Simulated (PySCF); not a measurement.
**Excitation energies in several basis sets**

Compound: C3H8SSi.
InChI=1S/C3H8SSi/c4-5-2-1-3-5/h4-5H,1-3H2

TDDFT with PBE0 (PySCF), vertical singlets, core orbitals frozen in the response, spherical d and f functions. Isolated species at its PBE0-D3(BJ)/def2-SVP geometry (one conformer only).

```
      basis  functions  diffuse  S1 (eV)  S2 (eV)  S3 (eV)  S4 (eV)  S5 (eV)  LUMO (eV)  α (au)
     6-31G*         94       no     6.29     6.63     7.17     7.44     7.70       0.79    68.6
    6-31+G*        114      yes     5.78     6.14     6.61     6.76     6.93      -0.09    77.2
   def2-SVP        118       no     6.20     6.72     7.25     7.50     7.67       0.66    69.7
  def2-SVPD        175      yes     5.90     6.28     6.81     7.10     7.20       0.10    83.2
aug-cc-pVDZ        195      yes     5.71     6.11     6.51     6.61     6.72      -0.24    84.6
  def2-TZVP        215       no     5.93     6.48     6.84     7.12     7.30       0.31    79.0
 def2-TZVPD        272      yes     5.75     6.18     6.60     6.85     6.91      -0.10    84.5
```

Question: How much do these states and the polarisability depend on the basis?

Answer: States are compared by their number. Against the largest diffuse basis here (def2-TZVPD, itself not a converged limit), sets without diffuse functions differ by up to 0.55 eV in S1 and 0.79 eV in S5; the smaller diffuse sets differ by up to 0.15 and 0.29 eV. State by state, the largest deviation of a set without diffuse functions is S1 0.55, S2 0.54, S3 0.64, S4 0.65, S5 0.79 eV. The same number needn't mean the same state in each row. Against def2-TZVPD the polarisability deviates by -19% in 6-31G*, -9% in 6-31+G*, -18% in def2-SVP, -2% in def2-SVPD, 0% in aug-cc-pVDZ, -7% in def2-TZVP. A single + in a Pople set puts diffuse functions on heavy atoms only.

Without π bonds the low states are Rydberg-like; a valence basis with one diffuse set may place them up to an eV too high.
